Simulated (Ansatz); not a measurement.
Ansatz (a program for electronic structure) input file for Be(SiH3)(GeH3) (BeGeH6Si), SMILES [Be]([GeH3])[SiH3], PBE0-D3(BJ)/def2-SVP. 

Ansatz 0.2 input:
```yaml
crystal:
  periodic: [false, false, false]
  atoms:
    - {symbol: Be, position_ang: [0.50367461, 0.12411672, -0.46074953]}
    - {symbol: Si, position_ang: [2.11358521, 0.44893973, -1.90408853]}
    - {symbol: H, position_ang: [3.21719290, -0.52520802, -1.87837056]}
    - {symbol: H, position_ang: [2.84168215, 1.72487122, -1.80994881]}
    - {symbol: H, position_ang: [1.73304314, 0.42850864, -3.32609918]}
    - {symbol: Ge, position_ang: [-1.07901946, -0.22934712, 0.97215967]}
    - {symbol: H, position_ang: [-1.41783101, -1.64492629, 1.36241630]}
    - {symbol: H, position_ang: [-0.96844024, 0.33825839, 2.36366126]}
    - {symbol: H, position_ang: [-2.48191578, 0.23598101, 0.67946912]}
basis:
  gaussian:
    orbitals: def2-SVP
hamiltonian:
  xc: pbe0
  dispersion: d3bj
relax: {f_tol: 0.002, max_steps: 200}
```

Log of the run:

```
WARN ansatz: RAYON_NUM_THREADS=1 ignored (pool sized by the plan → 1); use --threads N
Functional definition: PBE0
integrals: 0.04 GiB planned
981 factors; integrals over basis functions are off by at most 2.5e-4 eV
mean field: 0.34 GiB planned
mean field evaluation 1: about -64871.4995 eV, gradient 1.7e1 eV
mean field evaluation 2: about -64871.9154 eV, gradient 1.3e1 eV
mean field evaluation 4: about -64872.4453 eV, gradient 4.9e-1 eV
mean field evaluation 8: about -64872.4452 eV, gradient 3.7e-3 eV
mean field -64872.44522817 eV, -2384.0183900124 hartree, gradient 6.8e-5 eV, S^2 0.000000; 0 other end points of the search recorded, 0 dependent functions left out
the calculation of the forces begins
reference -64872.44525942 eV, -2384.0183911611 hartree; 28, 28 occupied and 61, 61 virtual orbitals, 981 factors
relax step   1: F+E_penalty+E_count = -64872.58523907 eV  Δ(F+E_penalty+E_count) = +0.000e0 eV  max|allowed force component| = 9.307e-1 eV/Å  Δτ_max = 0.0000 Å  (20 SCF iters, accepted)
these checks for a lower state are left out or cut short: starts, cluster_reference, orbital_swaps, neighbouring_geometries, increment
integrals: 0.04 GiB planned
981 factors; integrals over basis functions are off by at most 3.3e-4 eV
mean field: 0.34 GiB planned
mean field evaluation 16: about -64872.7056 eV, gradient 1.0e-4 eV
mean field -64872.70561282 eV, -2384.0279589720 hartree, gradient 6.6e-6 eV, S^2 0.000000; 0 other end points of the search recorded, 0 dependent functions left out
the calculation of the forces begins
reference -64872.70564454 eV, -2384.0279601378 hartree; 28, 28 occupied and 61, 61 virtual orbitals, 981 factors
relax step   2: F+E_penalty+E_count = -64872.84627987 eV  Δ(F+E_penalty+E_count) = -2.610e-1 eV  max|allowed force component| = 2.251e-1 eV/Å  Δτ_max = 0.1944 Å  (25 SCF iters, accepted)
these checks for a lower state are left out or cut short: starts, cluster_reference, orbital_swaps, neighbouring_geometries, increment
integrals: 0.04 GiB planned
981 factors; integrals over basis functions are off by at most 3.0e-4 eV
mean field: 0.34 GiB planned
mean field -64872.71656520 eV, -2384.0283614646 hartree, gradient 6.0e-6 eV, S^2 0.000000; 0 other end points of the search recorded, 0 dependent functions left out
the calculation of the forces begins
reference -64872.71659693 eV, -2384.0283626304 hartree; 28, 28 occupied and 61, 61 virtual orbitals, 981 factors
relax step   3: F+E_penalty+E_count = -64872.85661583 eV  Δ(F+E_penalty+E_count) = -1.034e-2 eV  max|allowed force component| = 3.927e-2 eV/Å  Δτ_max = 0.0442 Å  (26 SCF iters, accepted)
these checks for a lower state are left out or cut short: starts, cluster_reference, orbital_swaps, neighbouring_geometries, increment
integrals: 0.04 GiB planned
981 factors; integrals over basis functions are off by at most 3.0e-4 eV
mean field: 0.34 GiB planned
mean field evaluation 32: about -64872.7168 eV, gradient 2.2e-5 eV
mean field -64872.71675842 eV, -2384.0283685650 hartree, gradient 2.2e-5 eV, S^2 0.000000; 0 other end points of the search recorded, 0 dependent functions left out
the calculation of the forces begins
reference -64872.71679014 eV, -2384.0283697308 hartree; 28, 28 occupied and 61, 61 virtual orbitals, 981 factors
relax step   4: F+E_penalty+E_count = -64872.85686388 eV  Δ(F+E_penalty+E_count) = -2.481e-4 eV  max|allowed force component| = 9.747e-3 eV/Å  Δτ_max = 0.0054 Å  (20 SCF iters, accepted)
these checks for a lower state are left out or cut short: starts, cluster_reference, orbital_swaps, neighbouring_geometries, increment
integrals: 0.04 GiB planned
981 factors; integrals over basis functions are off by at most 3.0e-4 eV
mean field: 0.34 GiB planned
mean field -64872.71684052 eV, -2384.0283715824 hartree, gradient 6.1e-6 eV, S^2 0.000000; 0 other end points of the search recorded, 0 dependent functions left out
the calculation of the forces begins
reference -64872.71687224 eV, -2384.0283727478 hartree; 28, 28 occupied and 61, 61 virtual orbitals, 981 factors
relax step   5: F+E_penalty+E_count = -64872.85694766 eV  Δ(F+E_penalty+E_count) = -8.378e-5 eV  max|allowed force component| = 1.108e-3 eV/Å  Δτ_max = 0.0095 Å  (27 SCF iters, accepted)
these checks for a lower state are left out or cut short: starts, cluster_reference, orbital_swaps, neighbouring_geometries, increment
integrals: 0.04 GiB planned
981 factors; integrals over basis functions are off by at most 3.0e-4 eV
mean field: 0.34 GiB planned
mean field -64872.71684860 eV, -2384.0283718792 hartree, gradient 7.8e-6 eV, S^2 0.000000; 0 other end points of the search recorded, 0 dependent functions left out
the calculation of the forces begins
reference -64872.71688031 eV, -2384.0283730444 hartree; 28, 28 occupied and 61, 61 virtual orbitals, 981 factors
relax step   6: F+E_penalty+E_count = -64872.85695828 eV  Δ(F+E_penalty+E_count) = -1.062e-5 eV  max|allowed force component| = 2.008e-3 eV/Å  Δτ_max = 0.0063 Å  (20 SCF iters, accepted)
these checks for a lower state are left out or cut short: starts, cluster_reference, orbital_swaps, neighbouring_geometries, increment
integrals: 0.04 GiB planned
981 factors; integrals over basis functions are off by at most 3.0e-4 eV
mean field: 0.34 GiB planned
mean field -64872.71684445 eV, -2384.0283717269 hartree, gradient 2.5e-5 eV, S^2 0.000000; 0 other end points of the search recorded, 0 dependent functions left out
the calculation of the forces begins
reference -64872.71687616 eV, -2384.0283728921 hartree; 28, 28 occupied and 61, 61 virtual orbitals, 981 factors
relax step   7: F+E_penalty+E_count = -64872.85695507 eV  Δ(F+E_penalty+E_count) = +3.215e-6 eV  max|allowed force component| = 4.414e-3 eV/Å  Δτ_max = 0.0016 Å  (18 SCF iters, rejected (line search))
these checks for a lower state are left out or cut short: starts, cluster_reference, orbital_swaps, neighbouring_geometries, increment
integrals: 0.04 GiB planned
981 factors; integrals over basis functions are off by at most 3.0e-4 eV
mean field: 0.34 GiB planned
mean field -64872.71684953 eV, -2384.0283719136 hartree, gradient 1.3e-5 eV, S^2 0.000000; 0 other end points of the search recorded, 0 dependent functions left out
the calculation of the forces begins
reference -64872.71688124 eV, -2384.0283730789 hartree; 28, 28 occupied and 61, 61 virtual orbitals, 981 factors
relax step   8: F+E_penalty+E_count = -64872.85695954 eV  Δ(F+E_penalty+E_count) = -1.260e-6 eV  max|allowed force component| = 3.998e-4 eV/Å  Δτ_max = 0.0008 Å  (17 SCF iters, accepted)
integrals: 0.04 GiB planned
981 factors; integrals over basis functions are off by at most 3.0e-4 eV
mean field: 0.34 GiB planned
mean field evaluation 64: about -64872.7168 eV, gradient 1.1e-3 eV
mean field -64872.71684953 eV, -2384.0283719136 hartree, gradient 1.3e-5 eV, S^2 0.000000; 1 other end points of the search recorded, 0 dependent functions left out
the calculation of the forces begins
reference -64872.71688124 eV, -2384.0283730789 hartree; 28, 28 occupied and 61, 61 virtual orbitals, 981 factors
Total energy: -64872.85699125 eV, -2384.0335220266 hartree
Atom 0 at     0.509577     0.102917    -0.456971 Å, force    -0.000146     0.000400    -0.000083 eV/Å
Atom 1 at     2.119438     0.446337    -1.909452 Å, force     0.000083    -0.000181     0.000079 eV/Å
Atom 2 at     3.200000    -0.589827    -1.805934 Å, force     0.000147     0.000096    -0.000017 eV/Å
Atom 3 at     2.776982     1.781101    -1.714492 Å, force    -0.000150    -0.000020    -0.000020 eV/Å
Atom 4 at     1.617626     0.411335    -3.323283 Å, force    -0.000013    -0.000111     0.000026 eV/Å
Atom 5 at    -1.112503    -0.242768     1.006334 Å, force     0.000112    -0.000072    -0.000124 eV/Å
Atom 6 at    -1.342853    -1.743091     1.297537 Å, force    -0.000174    -0.000106     0.000033 eV/Å
Atom 7 at    -0.832952     0.420564     2.374062 Å, force     0.000085    -0.000082     0.000103 eV/Å
Atom 8 at    -2.473344     0.314627     0.530649 Å, force     0.000056     0.000076     0.000002 eV/Å
Dipole moment:     0.017490     0.003675    -0.015743 e Å
```

Self-consistency was reached.
